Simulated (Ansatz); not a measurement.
Molecule: sum formula H7Si3NOClF, net charge 0, singlet state. 
Geometry from a B3LYP-D3(BJ)/def2-TZVP (Ansatz, a first-principles code) optimisation:
SMILES: F[Si](Cl)(N[SiH3])O[SiH3]
```xyz
14

F      0.0093     1.3581     1.2803
Si     0.0157     0.1710     0.2221
Cl     0.0844     1.1138    -1.6017
N     -1.3581    -0.7968     0.4035
Si    -3.0316    -0.3271     0.3315
O      1.3328    -0.7337     0.4216
Si     2.9313    -0.8843     0.0369
H     -1.1598    -1.7819     0.5143
H     -3.7387    -0.7129     1.5742
H     -3.7204    -0.9734    -0.8097
H     -3.0517     1.1403     0.1681
H      3.6290     0.3981     0.2678
H      3.4923    -1.9355     0.9092
H      3.0609    -1.2797    -1.3814
```
Charge 0, spin multiplicity 1.

PBE beside other levels, property by property. Valence correlation only, unless marked. UHF or UKS for open shells. Spin-orbit coupling is left out. Non-relativistic. Basis-set limits of correlation are two-point, X^-3; Hartree-Fock from the larger set. [CCSD(T)-MP2]/basis is that difference in the basis named. Atomisation energies are electronic, to ground-state atoms; the column to compare with has the core term from cc-pwCVTZ added, other frozen-core levels have none. Vertical energies are electronic, to the SCF solution reached for that spin. The coupled-cluster column (Ansatz) is a level with limits of its own: (a) RI-MP2/CBS(aug-cc-pV(T+d)Z,aug-cc-pV(Q+d)Z)+[CCSD(T)-MP2]/aug-cc-pV(T+d)Z; (b) CCSD(T)/CBS(cc-pV(T+d)Z,cc-pV(Q+d)Z).

| property | CAM-B3LYP/def2-TZVPD (Ansatz) | wB97M-V/def2-TZVPD (Ansatz) | CCSD(T)/aug-cc-pV(T+d)Z (Ansatz) | coupled cluster |
|---|---|---|---|---|
| vertical ionisation energy to the doublet (eV) | 10.28 | 10.34 | 10.42 | 10.53 (a) |
| atomisation energy (kcal/mol) | 1197.9 | 1205.5 | 1178.2 | 1211.9 (b) |

What does PBE/def2-TZVPD (Ansatz) give for each property, and on which side of coupled cluster does it fall?


- vertical ionisation energy to the doublet: PBE lies 1.03 eV below coupled cluster; PBE gives 9.50 eV.
- atomisation energy: PBE lies 24.5 kcal/mol below coupled cluster; PBE gives 1187.4 kcal/mol.
